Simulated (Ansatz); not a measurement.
Consider the ligand exchange at a B–C bond: `COBCCl` + H–F → `COBF` + `CCl`.

Gas-phase electronic energies from Ansatz, PBE0-D4/def2-TZVP geometries. CBS: MP2 limit from def2 TZ/QZ plus the TZ coupled-cluster correction, frozen cores. This one scheme is used for every species. Functionals use def2-TZVPP. B3LYP here is the variant with VWN-RPA as its local correlation; programs differ in this. Each species was taken in one conformer, which may not be the lowest.

```csv
level,ΔE (kJ/mol),difference from CCSD(T)/CBS
PBE-D4,-138.7,0.3
B3LYP-D4,-148.0,-9.0
ωB97X-V,-147.7,-8.7
ωB97M-V,-146.8,-7.8
B2PLYP,-151.4,-12.4
PBE,-143.4,-4.4
r2SCAN,-150.9,-11.9
PBE0,-145.3,-6.3
B3LYP,-155.4,-16.4
MP2/def2-TZVPP,-141.0,-2.0
SCS-MP2/def2-TZVPP,-146.1,-7.1
CCSD/def2-TZVPP,-145.8,-6.8
CCSD(T)/def2-TZVPP,-142.5,-3.5
HF/def2-QZVPP,-169.4,-30.4
SCS-MP2/def2-QZVPP,-144.4,-5.4
MP2/CBS(def2),-137.5,1.5
CCSD(T)/CBS,-139.0,0
```

Largest T1 diagnostic among the species: 0.013.

The D4 term adds +7.4 kJ/mol with B3LYP and +4.2 kJ/mol with PBE0; it sums over pairs of atoms, weighted by their polarisabilities, and B3LYP, whose exchange is more repulsive, gets the larger term. In def2-TZVPP, CCSD(T) changes the Hartree–Fock value by +26.3 kJ/mol (the triples alone add +3.3 kJ/mol) and MP2 by +27.8 kJ/mol.
